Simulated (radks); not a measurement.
The numbers below are computed, except where a source is named.
Q: Ionisation of neutral silver, [Kr] 4d10 5s1, to Ag+, [Kr] 4d10, under several functionals. Dirac Kohn-Sham, spin-unpolarised, spherical densities, finite nucleus; a radial shooting solver on a logarithmic mesh with Libxc functionals. The NIST Atomic Spectra Database gives 7.576 eV (measured). Rank these functionals by the error of their Delta-SCF ionisation energy: AM05; PW91; B86b exchange with PBE correlation; exchange-only B88; SOGGA; BLYP; exchange-only PBE; RPBE; XLYP.

A: From best to worst: SOGGA 7.622 eV (+0.046); RPBE 7.633 eV (+0.056); AM05 7.706 eV (+0.130); B86b exchange with PBE correlation 7.778 eV (+0.202); PW91 7.827 eV (+0.251); BLYP 7.873 eV (+0.296); exchange-only PBE 7.250 eV (-0.326); XLYP 7.921 eV (+0.345); exchange-only B88 7.154 eV (-0.422). Spin polarisation and multiplet splitting are left out, so open shells lie too high by an amount that depends on their filling.

Beside tabulated values, note that spin-unpolarised runs miss the spin-polarisation part of the exchange energy of open shells.
